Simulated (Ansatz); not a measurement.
```xyz
16

C     1.2305    1.3184    0.6931
N     0.0208    0.6706    0.2700
C    -1.1451    1.4958    0.4205
Ga   -0.0374   -1.0345   -0.3698
N    -1.6470   -1.7620   -0.8333
N     1.4716   -2.0611   -0.3578
H     2.0937    0.6602    0.5709
H     1.1896    1.6103    1.7542
H     1.4306    2.2344    0.1154
H    -1.2879    1.8131    1.4653
H    -2.0482    0.9595    0.1205
H    -1.0844    2.4118   -0.1880
H    -1.6747   -2.6205   -1.3584
H    -2.4154   -1.1688   -1.0990
H     1.5225   -2.8893   -0.9275
H     2.3809   -1.6379   -0.2762
```

The species carries charge 0 and has multiplicity 1.

Question: List the PBE0/def2-TZVPP orbital energies in eV (Ansatz 0.2.0). (Estimate.)

Answer: Ansatz gave: Occupied: -10146.23, -1252.07, -1108.26, -1108.14, -1108.14, -390.73, -390.43, -390.43, -278.47, -278.46, -150.48, -103.47, -103.24, -103.24, -24.88, -23.60, -23.48, -22.49, -22.49, -22.44, -21.94, -21.75, -19.57, -16.84, -13.61, -13.12, -12.99, -12.40, -12.29, -11.75, -10.66, -10.17, -10.07, -9.07, -7.67, -6.81, -5.86. Lowest empty: 0.20, 1.12, 1.45, 1.57, 2.31, 2.65, 2.89, 3.39.
